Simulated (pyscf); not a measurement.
**Rearrangement: `[SiH3][SiH]=[AsH]` -> `[SiH2]1[SiH2][AsH]1`**

Gas phase, singlet surface, charge 0. Bonds broken: H4–Si6. Bonds formed: As1–Si6, Si2–H4. Optimised with ωB97X-D3(BJ)/def2-SVP in PySCF. Correlated levels are frozen-core, on RHF or UHF. ΔMP2 is the change of the MP2 total energy from the triple- to the quadruple-zeta basis.

Transition state (Å):

```xyz
8

As     2.4322     0.7267    -0.1248
Si     0.5331    -0.1463    -0.8115
H      1.8555     0.6496     1.2817
H     -0.3200    -0.6234     0.3776
H      0.2216    -0.8756    -2.0642
Si    -1.1438     1.3351    -0.1284
H     -0.5926     2.4501     0.7106
H     -2.2356     0.7282     0.7123
```

One imaginary mode, 470i cm⁻¹; descent along it reached the two sides named.

| bond | change | reactant side (Å) | saddle | product side |
|---|---|---|---|---|
| H4–Si6 | breaks | 1.492 | 2.184 | 3.3 |
| As1–Si6 | forms | 4.0 | 3.6 | 2.379 |
| Si2–H4 | forms | 3.2 | 1.539 | 1.484 |

Electronic energies relative to the reactant's lowest minimum found (kcal/mol):

| level | barrier | reaction energy | reverse barrier |
|---|---|---|---|
| ωB97X-D3(BJ)/def2-TZVP | 46.4 | -12.5 | 59.0 |
| PBE/def2-TZVP | 35.1 | -9.1 | 44.1 |
| r²SCAN/def2-TZVP | 37.9 | -10.0 | 47.9 |
| B3LYP-D3(BJ)/def2-TZVP | 39.5 | -6.1 | 45.7 |
| PBE0-D3(BJ)/def2-TZVP | 39.3 | -10.9 | 50.2 |
| M06-2X/def2-TZVP | 41.2 | -10.2 | 51.5 |
| ωB97M-D3(BJ)/def2-TZVP | 42.5 | -9.2 | 51.7 |
| HF/def2-TZVP | 53.2 | -6.7 | 59.9 |
| MP2/def2-QZVPP | 43.6 | -9.7 | 53.4 |
| CCSD/def2-TZVPP | 44.6 | -7.8 | 52.5 |
| CCSD(T)/def2-TZVPP | 41.4 | -7.4 | 48.9 |
| CCSD(T)/def2-TZVPP + ΔMP2(QZVPP) | 41.1 | -7.8 | 48.8 |

With CCSD(T)/def2-TZVPP + ΔMP2(QZVPP) energies and thermal terms (ideal gas, 1 atm, RRHO with modes under 100 cm⁻¹ raised to 100, one conformer, R ln 2 for chiral ones without a mode under 150 cm⁻¹), in kcal/mol:

| T (K) | ΔH‡ | ΔG‡ | ΔH | ΔG |
|---|---|---|---|---|
| 298 | 39.4 | 40.3 | -7.8 | -6.4 |
| 600 | 39.0 | 41.3 | -7.8 | -5.0 |
| 900 | 38.6 | 42.4 | -7.8 | -3.6 |
| 1200 | 38.2 | 43.8 | -7.7 | -2.2 |

One saddle was located; it need not be the lowest between these sides. A restricted solution here is unstable towards spin polarisation, so biradical character is likely and single-reference numbers are less safe. The CCSD(T) − MP2 part came from Ansatz, without density fitting, on the same reference. The frozen core leaves the outer d or s,p core shells of the metals and heavy elements correlated in the MP2 and CC values, and def2-TZVPP describes them poorly, which can shift differences by a few kcal/mol. Elements up to Kr have no core potential and no relativistic terms here.
